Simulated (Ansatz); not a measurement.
Molecule: ReO$_{3}$, net charge 0, doublet state. The spin state was set by rule; other spins were not relaxed. SMILES of the parent species: [O]=[Re](=[O])=[O]
Coordinates optimised at B3LYP-D3(BJ)/def2-TZVP (Ansatz, an electronic-structure program):
```
Re
O 1 1.7087
O 1 1.7087 2 115.19
O 1 1.7087 2 115.19 3 137.84
```
Charge 0, spin multiplicity 2.

Parts of the frozen-core correlation energy in def2-TZVPP (Ansatz, hartree). Frozen orbitals: 7; correlated occupied orbitals by spin: 13 and 12; virtual: 129 and 130. Open shells are spin-unrestricted. Spin-orbit coupling is left out. Past Kr the def2 sets carry scalar-relativistic core potentials.

```csv
term,value
reference (HF),-302.21216
MP2 opposite-spin,…
MP2 same-spin,-0.30776
CCSD correlation,…
(T),…
T1 diagnostic,0.057
largest doubles amplitude,0.064
<S^2> of the reference,1.208
```

Question: Complete the blanks.

Answer: 
- MP2 opposite-spin, value: -0.70460
- CCSD correlation, value: -0.96866
- (T), value: -0.06771
